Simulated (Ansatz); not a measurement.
This geometry of ClGeH5OSi (9 atoms, charge 0, multiplicity 1) is a first-order saddle point.

Theory: Ansatz 0.2.0, RKS B3LYP/def2-SVP.

```xyz
9
Properties=species:S:1:pos:R:3
O -1.588 0.332 1.326
Si -0.710 0.754 -0.021
Cl 0.270 2.581 0.265
Ge 0.957 -0.898 -0.566
H -1.103 0.086 2.124
H -1.715 0.947 -1.092
H 0.727 -1.456 -1.987
H 0.870 -2.081 0.426
H 2.381 -0.311 -0.494
```

Problem. Which two structures does it join? (They come from a converged band through this point; their orientation in space is the band's.)

Solution. No bond is made or broken. The dihedral Cl3–Si2–Ge4–H7 goes from -177 to -56°. The two ends are copies of one structure, up to a mirror image or an exchange of like atoms.

First end point:

```xyz
9
Properties=species:S:1:pos:R:3
O -1.820 0.231 0.991
Si -0.626 0.819 -0.006
Cl 0.422 2.378 0.921
Ge 0.981 -0.872 -0.557
H -1.552 -0.201 1.812
H -1.337 1.381 -1.178
H 0.304 -2.036 -1.313
H 1.597 -1.438 0.742
H 2.120 -0.308 -1.431
```

Last end point:

```xyz
9
Properties=species:S:1:pos:R:3
O -1.438 0.408 1.461
Si -0.765 0.689 -0.033
Cl 0.142 2.576 -0.100
Ge 0.933 -0.918 -0.566
H -0.846 0.343 2.220
H -1.904 0.693 -0.981
H 1.584 -0.609 -1.930
H 0.349 -2.347 -0.607
H 2.032 -0.880 0.519
```

Problem. How far does it lie above each of them?

Solution. 0.045 eV above the first and 0.045 eV above the second. This is the barrier of this one path; another mechanism may lie lower.

Run time: 3.2 min on 2 threads of Arm Neoverse V1, with other jobs on the host, peak memory 0.27 GiB.
